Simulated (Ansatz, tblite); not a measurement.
Removing an electron: SbH2(SiH3) (SiSbH5). Total charge 0; singlet. Geometry: r2SCAN-D4/def2-TZVP. Ansatz, gas phase; energy differences of separate SCF runs; the oxidised species was run as a doublet alone.

```xyz
7

Sb   -1.119   -0.349   -1.253
H    -1.650   -1.551   -0.159
H    -2.072    0.831   -0.464
Si    0.896    0.190    0.263
H     0.517    0.461    1.673
H     1.594    1.381   -0.285
H     1.832   -0.963    0.225
```

In the def2 sets Sb takes a core potential; there is no spin–orbit coupling. The xTB rows come from tblite. Correlated methods freeze 9 core orbitals; core or outer-core shells of Sb are correlated, in sets that lack core-valence functions.

(1) Estimate orbital energies and vertical ionisation energies at: GFN1-xTB; GFN2-xTB; HF/def2-TZVPP; PBE-D4/def2-TZVP; r2SCAN-D4/def2-TZVP; PBE0-D4/def2-TZVP; MP2/def2-TZVPP; CCSD/def2-TZVPP; CCSD(T)/def2-TZVPP.

Results:

(1) 
| level | −HOMO (eV) | vertical IE (eV) | −LUMO (eV) | HOMO–LUMO gap (eV) |
| --- | --- | --- | --- | --- |
| GFN1-xTB | 10.76 | 13.73 | 6.24 | 4.53 |
| GFN2-xTB | 9.54 | 12.42 | 5.68 | 3.86 |
| HF/def2-TZVPP | – | 8.38 | – | – |
| PBE-D4/def2-TZVP | 6.30 | 9.23 | 1.21 | 5.09 |
| r2SCAN-D4/def2-TZVP | 6.53 | 9.26 | 0.94 | 5.60 |
| PBE0-D4/def2-TZVP | 7.26 | 9.29 | 0.48 | 6.78 |
| MP2/def2-TZVPP | – | 9.35 | – | – |
| CCSD/def2-TZVPP | – | 9.25 | – | – |
| CCSD(T)/def2-TZVPP | – | 9.30 | – | – |

 Raw xTB energy differences between charge states are shifted by several eV; the methods need an empirical correction for them.
